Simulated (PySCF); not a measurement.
## Excitation energy of Pb⁺ by level of theory

Pb⁺ [Xe] 4f14 5d10 6s2 6p1 (2P) → Pb⁺ [Xe] 4f14 5d10 6s2 6d1 (2D), as a difference of total energies. All numbers are calculated (PySCF 2.14, the spin-free X2C one-electron Hamiltonian (Gaussian nucleus), in aug-cc-pwCVTZ-DK3 with one added diffuse shell each of s, d, f type (12s10p9d6f1g, 138 functions)). The calculations carry no spin-orbit coupling.

```
 method  excitation energy (cm⁻¹)  error (cm⁻¹)
    UHF                     60251          +364
r2SCANh                     60306          +419
   BLYP                     56846         -3041
```

Reference: 59887 cm⁻¹ (measured; NIST levels, between the centres of gravity of the two terms).
